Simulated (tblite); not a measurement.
C6H8NO2P.
Structure used (GFN2-xTB), in Å, numbered top down from 1:
```
atom  x, y, z in Å
C1     3.389   -0.020   -0.101
O2     2.108    0.511    0.182
C3     1.054   -0.263   -0.153
O4     1.167   -1.354   -0.668
C5    -0.170    0.423    0.201
P6    -0.179    1.999    0.937
C7    -1.927    1.911    0.943
C8    -2.387    0.737    0.408
N9    -1.416   -0.094   -0.007
C10   -1.658   -1.382   -0.601
H11    3.498   -0.205   -1.173
H12    3.540   -0.961    0.433
H13    4.107    0.726    0.232
H14   -2.574    2.681    1.321
H15   -3.417    0.442    0.299
H16   -1.187   -2.166   -0.007
H17   -1.227   -1.422   -1.602
H18   -2.730   -1.557   -0.656
```

Computed with GFN2-xTB (tblite): harmonic, unscaled wavenumbers at the GFN2-xTB geometry, gas phase. This tight-binding method is rough: wavenumbers can miss measured ones by several per cent, in bad cases by 10 to 20. One conformer, not necessarily the lowest.

Harmonic wavenumbers (cm⁻¹): 53.6, 62.5, 76.2, 105.5, 122.3, 162.0, 230.9, 283.3, 300.2, 388.1, 422.0, 459.0, 526.0, 594.0, 683.2, 695.5, 768.9, 788.1, 816.3, 862.1, 967.2, 1016.2, 1084.0, 1098.4, 1114.9, 1125.7, 1126.2, 1154.7, 1225.5, 1257.3, 1388.2, 1390.0, 1411.9, 1415.2, 1443.1, 1444.3, 1467.1, 1470.9, 1485.7, 1731.0, 2963.7, 2977.4, 2998.4, 3018.7, 3033.1, 3043.3, 3108.9, 3137.2.

A = 1965, B = 976.1, C = 657.5 MHz; mass 157.029 u (most abundant isotopes); point group Cs, symmetry number 1.

**Question.** What is the zero-point energy?

**Answer.** ½Σν̃ = 29249 cm⁻¹ = 349.90 kJ/mol.

**Question.** What is S at 350 K and 1 bar for an ideal gas of classical rigid rotors and harmonic oscillators?

**Answer.** Translation 175.25, rotation 127.20, vibration 159.40: S = 461.8 J/(mol K).

**Question.** And Cp and H(350 K) − H(0)?

**Answer.** Cp = 184.37 J/(mol K), of which vibrations give 151.11 (their classical limit is 48 R = 399.1); H(350 K) − H(0) = 39.72 kJ/mol without the zero-point energy, 28.08 from vibrations.

**Question.** How do the functions run with temperature in this model?

**Answer.** 
```json
{"T (K)": "100", "S (J/(mol K))": "305.2", "Cp (J/(mol K))": "86.0", "H − H(0) (kJ/mol)": "5.97", "G − H(0) (kJ/mol)": "-24.55", "ln q(vib)": "2.16"}
{"T (K)": "200", "S (J/(mol K))": "376.9", "Cp (J/(mol K))": "124.9", "H − H(0) (kJ/mol)": "16.53", "G − H(0) (kJ/mol)": "-58.84", "ln q(vib)": "5.25"}
{"T (K)": "300", "S (J/(mol K))": "435.0", "Cp (J/(mol K))": "164.6", "H − H(0) (kJ/mol)": "30.99", "G − H(0) (kJ/mol)": "-99.50", "ln q(vib)": "8.13"}
{"T (K)": "500", "S (J/(mol K))": "536.8", "Cp (J/(mol K))": "236.7", "H − H(0) (kJ/mol)": "71.46", "G − H(0) (kJ/mol)": "-196.92", "ln q(vib)": "13.57"}
{"T (K)": "800", "S (J/(mol K))": "664.6", "Cp (J/(mol K))": "305.7", "H − H(0) (kJ/mol)": "153.84", "G − H(0) (kJ/mol)": "-377.81", "ln q(vib)": "21.12"}
{"T (K)": "1000", "S (J/(mol K))": "736.1", "Cp (J/(mol K))": "334.7", "H − H(0) (kJ/mol)": "218.04", "G − H(0) (kJ/mol)": "-518.03", "ln q(vib)": "25.73"}
```

q(vib) and H(0) count from the zero-point level.

**Question.** What must be added to the electronic energy to get the Gibbs energy at 350 K and 1 bar?

**Answer.** ZPE + [H(350 K) − H(0)] − T·S = 349.90 + 39.72 − 161.65 = 227.97 kJ/mol.

Hindered rotation and anharmonicity are outside this model. Other conformers, if any are populated, would add a mixing term that is left out.
